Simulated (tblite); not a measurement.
Record of a relaxation.

Species: C5H11ClGe.
Numbering: `[CH3:1][CH2:2][C@@H:3]1[CH2:4][C@H:5]([Cl:6])[GeH2:7]1` (hydrogens: H8, H9, H10 on C1; H11, H12 on C2; H13 on C3; H14, H15 on C4; H16 on C5; H17, H18 on Ge7)

Computed with GFN2-xTB (tblite), gas phase: L-BFGS steps from a force-field or distance-geometry start until the largest atomic force falls under 0.01 eV/Å. 5 of its 63 geometries are shown.

Step 0: E = -618.3825 eV, largest atomic force 3.877 eV/Å
```
atom  x, y, z in Å  |  force x, y, z in eV/Å
C1      2.203   -0.546   -0.402   -0.158  -0.162   0.206
C2      0.830   -0.957    0.169    2.515  -0.410   1.052
C3      0.155    0.267    0.671    1.538   1.175   1.867
C4     -1.208   -0.014    1.256    0.015  -0.586   1.114
C5     -1.952    0.112   -0.025   -3.807   0.646  -0.347
Cl6    -2.135   -1.336   -1.032    0.008   0.173   0.219
Ge7    -0.696    1.443   -0.575    0.764   1.337  -2.025
H8      2.682   -1.447   -0.794    0.066   0.433  -0.239
H9      2.831   -0.154    0.408   -0.126   0.042  -0.345
H10     2.044    0.236   -1.161    0.335  -0.424   0.125
H11     1.109   -1.590    1.075   -0.777   0.200  -1.050
H12     0.344   -1.528   -0.609   -0.508   0.008   0.265
H13     0.804    0.874    1.375   -0.130  -1.152  -0.214
H14    -1.513    0.839    1.920    0.076  -0.919  -0.280
H15    -1.282   -0.997    1.766   -0.116   0.656  -0.045
H16    -2.986    0.548    0.131    0.432  -0.936  -0.099
H17    -0.221    1.447   -2.025   -0.193   0.261   0.134
H18    -1.019    2.811    0.045    0.068  -0.344  -0.341
```

Step 16: E = -619.1997 eV, largest atomic force 0.140 eV/Å
```
atom  x, y, z in Å  |  force x, y, z in eV/Å
C1      2.271   -0.552   -0.392    0.004   0.012   0.017
C2      0.934   -0.933    0.229    0.071  -0.050  -0.014
C3      0.185    0.277    0.762    0.006  -0.072   0.016
C4     -1.239   -0.043    1.257   -0.004   0.012   0.021
C5     -2.081    0.196    0.003   -0.021   0.008   0.056
Cl6    -2.192   -1.267   -1.004   -0.050   0.053  -0.034
Ge7    -0.650    1.440   -0.650   -0.014   0.096  -0.095
H8      2.755   -1.427   -0.824   -0.034   0.079   0.009
H9      2.939   -0.123    0.353   -0.034   0.020  -0.025
H10     2.108    0.188   -1.180    0.060  -0.038   0.019
H11     1.101   -1.645    1.042   -0.006   0.025   0.041
H12     0.330   -1.439   -0.526   -0.016   0.014   0.020
H13     0.783    0.776    1.528    0.030  -0.014  -0.028
H14    -1.534    0.710    1.992   -0.036  -0.025   0.054
H15    -1.366   -1.026    1.712    0.074  -0.035  -0.069
H16    -3.106    0.494    0.213   -0.032   0.026  -0.037
H17    -0.301    1.527   -2.122   -0.012  -0.137   0.027
H18    -0.947    2.854   -0.198    0.013   0.026   0.022
```

Step 31: E = -619.2476 eV, largest atomic force 0.074 eV/Å
```
atom  x, y, z in Å  |  force x, y, z in eV/Å
C1      2.291   -0.518   -0.376    0.014   0.005   0.004
C2      0.960   -0.913    0.244   -0.027   0.005   0.020
C3      0.172    0.279    0.763   -0.062   0.017   0.037
C4     -1.243   -0.106    1.250   -0.064  -0.007  -0.007
C5     -2.121    0.285    0.059   -0.019  -0.011  -0.055
Cl6    -2.308   -1.082   -1.073   -0.034   0.018   0.029
Ge7    -0.659    1.447   -0.654    0.010  -0.030  -0.002
H8      2.793   -1.393   -0.779    0.023  -0.022  -0.018
H9      2.944   -0.062    0.364   -0.002   0.048   0.027
H10     2.137    0.194   -1.187   -0.028   0.028   0.001
H11     1.139   -1.598    1.078    0.005  -0.046  -0.007
H12     0.359   -1.441   -0.498    0.008  -0.031  -0.020
H13     0.745    0.788    1.540    0.026   0.012  -0.025
H14    -1.538    0.503    2.106    0.036   0.020   0.013
H15    -1.337   -1.154    1.534    0.026  -0.017   0.007
H16    -3.129    0.605    0.316    0.032  -0.016   0.021
H17    -0.394    1.249   -2.123    0.028   0.010  -0.029
H18    -0.818    2.925   -0.368    0.028   0.016   0.004
```

Step 46: E = -619.2544 eV, largest atomic force 0.049 eV/Å
```
atom  x, y, z in Å  |  force x, y, z in eV/Å
C1      2.289   -0.492   -0.362   -0.003   0.005  -0.002
C2      0.964   -0.928    0.242   -0.014   0.006   0.004
C3      0.162    0.258    0.755    0.010   0.029  -0.014
C4     -1.250   -0.124    1.246    0.023   0.006   0.000
C5     -2.137    0.300    0.071    0.001  -0.007   0.006
Cl6    -2.397   -1.056   -1.055   -0.009  -0.002  -0.001
Ge7    -0.653    1.424   -0.670    0.021  -0.035   0.028
H8      2.830   -1.345   -0.762    0.008  -0.003   0.001
H9      2.912   -0.006    0.386    0.005   0.010   0.003
H10     2.110    0.216   -1.173    0.016   0.014  -0.012
H11     1.147   -1.617    1.071    0.007  -0.021  -0.005
H12     0.379   -1.461   -0.511   -0.001  -0.012  -0.007
H13     0.740    0.777    1.523   -0.010  -0.008   0.014
H14    -1.526    0.464    2.124    0.002   0.012  -0.002
H15    -1.338   -1.180    1.505   -0.034   0.008  -0.010
H16    -3.126    0.653    0.355    0.002   0.011   0.001
H17    -0.380    1.206   -2.135   -0.003  -0.020  -0.024
H18    -0.735    2.916   -0.417   -0.021   0.010   0.019
```

Step 62: E = -619.2557 eV, largest atomic force 0.007 eV/Å
```
atom  x, y, z in Å  |  force x, y, z in eV/Å
C1      2.292   -0.483   -0.360    0.002   0.001   0.000
C2      0.968   -0.933    0.237   -0.001   0.002  -0.003
C3      0.163    0.249    0.756   -0.001   0.000  -0.003
C4     -1.253   -0.125    1.246    0.001   0.000   0.000
C5     -2.139    0.307    0.073    0.003   0.000   0.000
Cl6    -2.427   -1.049   -1.046   -0.003  -0.003   0.000
Ge7    -0.646    1.413   -0.673    0.002   0.005   0.005
H8      2.847   -1.330   -0.754    0.001  -0.002   0.001
H9      2.905    0.011    0.392    0.000   0.000   0.004
H10     2.114    0.224   -1.173    0.003   0.000  -0.001
H11     1.155   -1.630    1.060   -0.005   0.002  -0.002
H12     0.388   -1.463   -0.521   -0.002   0.001   0.000
H13     0.739    0.765    1.527   -0.003  -0.003  -0.003
H14    -1.522    0.466    2.123    0.000  -0.001   0.001
H15    -1.356   -1.180    1.503    0.001   0.002   0.001
H16    -3.120    0.679    0.360    0.003  -0.004   0.004
H17    -0.380    1.181   -2.138    0.002  -0.001  -0.003
H18    -0.734    2.905   -0.418   -0.002   0.001  -0.003
```

Task: Summarise the path.

Result: The energy falls by 0.8733 eV from step 0 to step 62; nine tenths of that is first reached at step 10. It falls at every step. The largest force goes from 3.877 to 0.007 eV/Å. Among the bonds C3–Ge7 changes most, from 1.913 to 2.013 Å; the atoms move by 0.264 Å rms after alignment.

Task: Follow the three bonds and two angles with the largest change from start to end.

Result: 
```json
{"step": "0", "E above end (eV)": "0.8733", "largest force (eV/Å)": "3.877", "C3–Ge7 (Å)": "1.913", "C5–Ge7 (Å)": "1.911", "C4–C5 (Å)": "1.486", "Ge7–C5–H16 (°)": "111.8", "Cl6–C5–Ge7 (°)": "118.2"}
{"step": "3", "E above end (eV)": "0.2532", "largest force (eV/Å)": "0.727", "C3–Ge7 (Å)": "1.998", "C5–Ge7 (Å)": "2.012", "C4–C5 (Å)": "1.537", "Ge7–C5–H16 (°)": "117.6", "Cl6–C5–Ge7 (°)": "114.1"}
{"step": "5", "E above end (eV)": "0.1528", "largest force (eV/Å)": "0.323", "C3–Ge7 (Å)": "1.995", "C5–Ge7 (Å)": "2.011", "C4–C5 (Å)": "1.535", "Ge7–C5–H16 (°)": "122.4", "Cl6–C5–Ge7 (°)": "113.0"}
{"step": "8", "E above end (eV)": "0.1017", "largest force (eV/Å)": "0.330", "C3–Ge7 (Å)": "1.991", "C5–Ge7 (Å)": "1.998", "C4–C5 (Å)": "1.535", "Ge7–C5–H16 (°)": "124.7", "Cl6–C5–Ge7 (°)": "112.2"}
{"step": "11", "E above end (eV)": "0.0807", "largest force (eV/Å)": "0.199", "C3–Ge7 (Å)": "2.013", "C5–Ge7 (Å)": "2.012", "C4–C5 (Å)": "1.531", "Ge7–C5–H16 (°)": "124.8", "Cl6–C5–Ge7 (°)": "111.6"}
{"step": "13", "E above end (eV)": "0.0668", "largest force (eV/Å)": "0.215", "C3–Ge7 (Å)": "2.016", "C5–Ge7 (Å)": "2.013", "C4–C5 (Å)": "1.530", "Ge7–C5–H16 (°)": "124.8", "Cl6–C5–Ge7 (°)": "111.6"}
{"step": "16", "E above end (eV)": "0.0561", "largest force (eV/Å)": "0.140", "C3–Ge7 (Å)": "2.011", "C5–Ge7 (Å)": "2.006", "C4–C5 (Å)": "1.530", "Ge7–C5–H16 (°)": "124.5", "Cl6–C5–Ge7 (°)": "111.7"}
{"step": "19", "E above end (eV)": "0.0467", "largest force (eV/Å)": "0.144", "C3–Ge7 (Å)": "2.027", "C5–Ge7 (Å)": "2.009", "C4–C5 (Å)": "1.529", "Ge7–C5–H16 (°)": "123.9", "Cl6–C5–Ge7 (°)": "111.4"}
{"step": "22", "E above end (eV)": "0.0333", "largest force (eV/Å)": "0.165", "C3–Ge7 (Å)": "2.028", "C5–Ge7 (Å)": "2.012", "C4–C5 (Å)": "1.532", "Ge7–C5–H16 (°)": "124.0", "Cl6–C5–Ge7 (°)": "110.6"}
{"step": "24", "E above end (eV)": "0.0245", "largest force (eV/Å)": "0.156", "C3–Ge7 (Å)": "2.013", "C5–Ge7 (Å)": "2.005", "C4–C5 (Å)": "1.533", "Ge7–C5–H16 (°)": "124.6", "Cl6–C5–Ge7 (°)": "110.0"}
{"step": "27", "E above end (eV)": "0.0143", "largest force (eV/Å)": "0.097", "C3–Ge7 (Å)": "2.015", "C5–Ge7 (Å)": "1.999", "C4–C5 (Å)": "1.533", "Ge7–C5–H16 (°)": "125.4", "Cl6–C5–Ge7 (°)": "108.6"}
{"step": "30", "E above end (eV)": "0.0094", "largest force (eV/Å)": "0.095", "C3–Ge7 (Å)": "2.018", "C5–Ge7 (Å)": "2.000", "C4–C5 (Å)": "1.531", "Ge7–C5–H16 (°)": "126.0", "Cl6–C5–Ge7 (°)": "107.4"}
{"step": "32", "E above end (eV)": "0.0074", "largest force (eV/Å)": "0.051", "C3–Ge7 (Å)": "2.013", "C5–Ge7 (Å)": "1.998", "C4–C5 (Å)": "1.530", "Ge7–C5–H16 (°)": "126.4", "Cl6–C5–Ge7 (°)": "107.1"}
{"step": "35", "E above end (eV)": "0.0060", "largest force (eV/Å)": "0.053", "C3–Ge7 (Å)": "2.014", "C5–Ge7 (Å)": "2.000", "C4–C5 (Å)": "1.531", "Ge7–C5–H16 (°)": "126.6", "Cl6–C5–Ge7 (°)": "107.1"}
{"step": "38", "E above end (eV)": "0.0044", "largest force (eV/Å)": "0.055", "C3–Ge7 (Å)": "2.017", "C5–Ge7 (Å)": "2.004", "C4–C5 (Å)": "1.532", "Ge7–C5–H16 (°)": "126.6", "Cl6–C5–Ge7 (°)": "107.2"}
{"step": "40", "E above end (eV)": "0.0036", "largest force (eV/Å)": "0.052", "C3–Ge7 (Å)": "2.013", "C5–Ge7 (Å)": "2.005", "C4–C5 (Å)": "1.532", "Ge7–C5–H16 (°)": "126.5", "Cl6–C5–Ge7 (°)": "107.2"}
{"step": "43", "E above end (eV)": "0.0022", "largest force (eV/Å)": "0.054", "C3–Ge7 (Å)": "2.012", "C5–Ge7 (Å)": "2.003", "C4–C5 (Å)": "1.531", "Ge7–C5–H16 (°)": "126.2", "Cl6–C5–Ge7 (°)": "107.3"}
{"step": "46", "E above end (eV)": "0.0014", "largest force (eV/Å)": "0.049", "C3–Ge7 (Å)": "2.014", "C5–Ge7 (Å)": "2.004", "C4–C5 (Å)": "1.532", "Ge7–C5–H16 (°)": "126.0", "Cl6–C5–Ge7 (°)": "107.5"}
{"step": "49", "E above end (eV)": "0.0008", "largest force (eV/Å)": "0.034", "C3–Ge7 (Å)": "2.010", "C5–Ge7 (Å)": "2.005", "C4–C5 (Å)": "1.532", "Ge7–C5–H16 (°)": "125.7", "Cl6–C5–Ge7 (°)": "107.8"}
{"step": "51", "E above end (eV)": "0.0004", "largest force (eV/Å)": "0.038", "C3–Ge7 (Å)": "2.010", "C5–Ge7 (Å)": "2.004", "C4–C5 (Å)": "1.532", "Ge7–C5–H16 (°)": "125.7", "Cl6–C5–Ge7 (°)": "107.9"}
{"step": "54", "E above end (eV)": "0.0002", "largest force (eV/Å)": "0.022", "C3–Ge7 (Å)": "2.014", "C5–Ge7 (Å)": "2.003", "C4–C5 (Å)": "1.532", "Ge7–C5–H16 (°)": "125.7", "Cl6–C5–Ge7 (°)": "107.9"}
{"step": "57", "E above end (eV)": "0.0001", "largest force (eV/Å)": "0.014", "C3–Ge7 (Å)": "2.013", "C5–Ge7 (Å)": "2.003", "C4–C5 (Å)": "1.532", "Ge7–C5–H16 (°)": "125.7", "Cl6–C5–Ge7 (°)": "107.9"}
{"step": "59", "E above end (eV)": "0.0000", "largest force (eV/Å)": "0.012", "C3–Ge7 (Å)": "2.012", "C5–Ge7 (Å)": "2.003", "C4–C5 (Å)": "1.532", "Ge7–C5–H16 (°)": "125.7", "Cl6–C5–Ge7 (°)": "107.9"}
{"step": "62", "E above end (eV)": "0.0000", "largest force (eV/Å)": "0.007", "C3–Ge7 (Å)": "2.013", "C5–Ge7 (Å)": "2.002", "C4–C5 (Å)": "1.532", "Ge7–C5–H16 (°)": "125.6", "Cl6–C5–Ge7 (°)": "107.9"}
```

What follows is the cost of the whole relaxation. The run took 0.8 s on one thread, Arm Neoverse N1 (aarch64), no GPU, shared host.
